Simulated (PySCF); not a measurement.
# Ni(2+) (nickel, charge +2) across methods

[Ar] 3d7 4p1, one real determinant (an excited configuration). All numbers are calculated (PySCF 2.14, scalar relativity by spin-free X2C-1e, in aug-cc-pVTZ-DK).

```
 method  E (hartree)  mean ε 3d α (eV)  mean ε 3d β (eV)  mean ε 4p α (eV)  Σ⟨r²⟩ (bohr²)   ⟨S²⟩
 r2SCAN    -1519.084           -38.316           -35.364           -18.566          21.11  6.001
   PBE0    -1518.881           -40.886           -37.767           -19.132          21.19  6.001
    PBE    -1518.851           -37.721           -34.883           -18.419          21.18  6.001
    LDA    -1516.280           -38.025           -34.878           -18.507          21.11  6.001
LC-wPBE    -1518.906           -43.172           -40.307           -21.515          21.15  6.001
   BP86    -1519.331           -37.791           -35.094           -18.536          21.13  6.001
   PW91    -1519.230           -37.811           -35.025           -18.485          21.15  6.001
r2SCAN0    -1519.060           -41.343           -38.155           -19.232          21.13  6.002
    UHF  -1517.80852           -49.542           -45.434           -20.776          21.49  6.003
```

⟨L²⟩ = 13.91 against 20 for a pure G term, so this real determinant mixes terms.
